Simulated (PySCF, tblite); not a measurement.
Isomers of C7H8F3N. Level: GFN2-xTB in tblite, geometry and Hessian alike; calculated harmonic values, unscaled, isolated species. This tight-binding method is rough: wavenumbers can miss measured ones by several per cent, in bad cases by 10 to 20. One conformer each.

Electronic energies: PBE0/pcSseg-1 single points on the GFN2-xTB geometries (PySCF, gas phase).

```tsv
SMILES	electronic energy, lowest = 0 (kcal/mol)
C=C(CC#N)CCC(F)(F)F	22.1
Cn1ccc(CC(F)(F)F)c1	0.0
C[C@H](C#N)[C@@H](C)C(F)=C(F)F	43.1
```

Question: How do GFN2-xTB zero-point energies change the relative energies?

Answer: 
| SMILES | ZPE (kcal/mol) | of it from modes above 1550 cm⁻¹ | electronic (kcal/mol) | with ZPE, lowest = 0 (kcal/mol) | lowest mode (cm⁻¹) | rings |
| --- | --- | --- | --- | --- | --- | --- |
| Cn1ccc(CC(F)(F)F)c1 | 87.3 | 37.3 | 0.0 | 0.0 | 17 | 1 |
| C=C(CC#N)CCC(F)(F)F | 86.2 | 40.5 | 22.1 | 21.1 | 32 | 0 |
| C[C@H](C#N)[C@@H](C)C(F)=C(F)F | 86.3 | 40.5 | 43.1 | 42.2 | 35 | 0 |

The zero-point energies span 1.1 kcal/mol, from `C=C(CC#N)CCC(F)(F)F` to `Cn1ccc(CC(F)(F)F)c1`. The order is unchanged.

Question: And how do the electronic energies of GFN2-xTB itself compare?

Answer: `Cn1ccc(CC(F)(F)F)c1` 0.0; `C=C(CC#N)CCC(F)(F)F` 43.7; `C[C@H](C#N)[C@@H](C)C(F)=C(F)F` 53.1 kcal/mol, lowest = 0. Against the energies above, taken from the same isomer `Cn1ccc(CC(F)(F)F)c1`, the largest difference is 21.6 kcal/mol.
